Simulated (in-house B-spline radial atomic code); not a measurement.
RPA and G0W0 for neutral rhenium, [Xe] 4f14 5d5 6s2, highest spin, as one setting changes: the highest l of the empty states. Start: PBE0. A dash marks a level of low quasi-particle weight. Computed with an all-electron radial atomic-structure program (B-spline basis): all electrons, scalar-relativistic (spin-free one-electron X2C), finite nucleus, each spin shell either full or empty, empty states to the listed l with an (l + 1/2)⁻⁴ tail; G0W0 by contour deformation at full frequency.

Without the two-electron picture change, the correlation of inner shells comes somewhat too large for so heavy an element.

| highest l of the empty states | RPA summed (Eh) | RPA extrapolated (Eh) | G0W0 level (eV) |
| --- | --- | --- | --- |
| 5 | -5.7616 | -6.6936 | 6s down -7.846 |
| 6 | -6.1016 | -6.6854 | 6s down -7.834 |
| 7 | ? | ? | ? |
| 8 | ? | ? | ? |
| 9 | -6.4504 | -6.6169 | 6s down -7.827 |
| 10 | -6.4886 | -6.6043 | 6s down -7.826 |
| 11 | -6.5131 | -6.5954 | 6s down -7.825 |

(1) What belongs in the row for 7?

(2) What belongs in the row for 8?

Results:

(1) RPA summed (Eh): -6.2846; RPA extrapolated (Eh): -6.6586; G0W0 level (eV): 6s down -7.831.

(2) RPA summed (Eh): -6.3888; RPA extrapolated (Eh): -6.636; G0W0 level (eV): 6s down -7.828.
